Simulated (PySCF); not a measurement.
**Bond curve of CsBe**

Set-up: PySCF, scalar-relativistic core potentials, basis sets Cs def2-SVP with ECP46, Be def2-SVP. Energies in eV from Cs + Be in their ground configurations at the same level. All curves are PBE0. state 1: ²Σ⁺ (doublet), unpaired electrons σ ↑; state 2: doublet, unpaired electrons π ↑, a second solution, started from another occupation; state 3: ⁴Π (quartet), unpaired electrons σ ↑↑, π ↑, a second solution, started from another occupation.

```
R (Å)  state 1  state 2  state 3
3.270  -0.1393   0.1949   1.7514
3.422  -0.2177   0.2203   1.7210
3.574  -0.2595   0.2720   1.7156
3.688  -0.2737   0.3223   1.7233
3.802  -0.2773   0.3790   1.7380
3.916  -0.2732   0.4396   1.7578
4.068  -0.2596   0.5228   1.7890
4.258  -0.2350   0.6256   1.8320
4.486  -0.2013   0.7402   1.8841
4.790  -0.1572   0.8704   1.9485
```

Task: Put a parabola through the three lowest points of the state 1 curve and estimate Re, k and ωe (reduced mass 8.44 u; 1 eV/Å² = 0.16022 mdyn/Å; ωe = 1302.8·√(k/μ) cm⁻¹).

Result: Through R = 3.688, 3.802, 3.916 Å the second-order coefficient is 0.296 eV/Å², so Re ≈ 3.798 Å, k ≈ 0.0949 mdyn/Å and ωe ≈ 138 cm⁻¹. A polynomial fit of higher order to the unrounded PBE0 energies gives Re = 3.792 Å, k = 0.0972 mdyn/Å, ωe = 140 cm⁻¹; anharmonicity and rounding make the difference.

The higher-order fit for each curve: state 1: Re = 3.792 Å, ωe = 140 cm⁻¹, De = 0.277 eV; state 3: Re = 3.537 Å, ωe = 162 cm⁻¹, minimum 1.72 eV above the ground-state fragments. State 2 gave no clean fit.

The bond is weak. Basis-set superposition, not corrected here, can be much of De in a small basis, most of all at correlated wavefunction levels. Functionals without a dispersion term scatter widely for such bonds, and LDA overbinds them. Spin–orbit coupling is left out. The state was picked by a PBE0 search and need not be the measured ground state.
